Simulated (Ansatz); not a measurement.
Gas-phase electronic energies from Ansatz, PBE0-D4/def2-TZVP geometries. CCSD(T)/CBS adds triple-zeta CCSD(T) − MP2 to the extrapolated MP2 energy (def2 sets, frozen cores). This one scheme is used for every species. DFT in def2-TZVPP. For Ge outer-core shells are correlated without core-valence functions, which leaves a few kJ/mol of doubt a bond. Scalar relativity is left out up to krypton. One conformer a species, not always the lowest.

Consider the formal exchange of groups at a Ge–S bond: `[OH][GeH2][S]S` + SiH₄ → `[OH][GeH2][SiH3]` + `SS`.

`[OH][GeH2][S]S`:

Cartesian coordinates in Å:
```
O 0.059 1.554 -0.504
Ge -1.051 0.218 -0.144
S -0.018 -1.733 -0.494
S 1.537 -1.429 0.826
H 0.739 1.632 0.170
H -2.200 0.338 -1.150
H -1.470 0.282 1.333
H 2.403 -0.863 -0.036
```

SiH₄:

```xyz
5

Si    0.000    0.000    0.000
H    -0.180    0.251    1.452
H    -0.589   -1.317   -0.351
H     1.448   -0.003   -0.326
H    -0.680    1.069   -0.775
```

`[OH][GeH2][SiH3]`:

Z-matrix (Å, degrees):
```
Ge
Si 1 2.389
O 1 1.791 2 109.9
H 1 1.536 2 113.0 3 115.2
H 1 1.546 2 111.3 3 -121.0
H 2 1.488 1 110.2 3 177.8
H 2 1.488 1 109.3 3 58.3
H 2 1.486 1 110.4 3 -61.5
H 3 0.960 1 112.4 2 -65.1
```

`SS`:

Z-matrix (Å, degrees):
```
S
S 1 2.046
H 1 1.347 2 98.6
H 2 1.347 1 98.6 3 -90.5
```

Q: Is it downhill or uphill in electronic energy at CCSD(T)/CBS, and by how much? (Estimate.)

A: Ansatz gave: Uphill: ΔE = +48.9 kJ/mol.

Q: What do these levels give: LDA (SPW92), PBE-D4, r2SCAN-D4, r2SCAN0-D4, r2SCANh, BHLYP, LC-ωPBE, MP2/def2-SVP, CCSD/def2-SVP, CCSD/def2-TZVPP, SCS-MP2/def2-QZVPP, HF/CBS(def2)? (An estimate is asked.)

A: Ansatz gave: LDA (SPW92) 42.0, PBE-D4 42.4, r2SCAN-D4 47.9, r2SCAN0-D4 47.8, r2SCANh 46.9, BHLYP 46.2, LC-ωPBE 40.8, MP2/def2-SVP 61.3, CCSD/def2-SVP 52.9, CCSD/def2-TZVPP 47.2, SCS-MP2/def2-QZVPP 55.2, HF/CBS(def2) 50.0 kJ/mol.

Largest T1 diagnostic among the species: 0.012.

Leaving LDA and LC-ωPBE aside and taking each functional with its dispersion term where it has one, the values, not all of them listed here, spread over 9.1 kJ/mol, from PBE-D4 to BHLYP-D4. LDA lies +3.3 kJ/mol from PBE without D4. From BLYP to BHLYP (50 % exact exchange), in def2-TZVPP and without D4, ΔE moves by +5.3 kJ/mol.
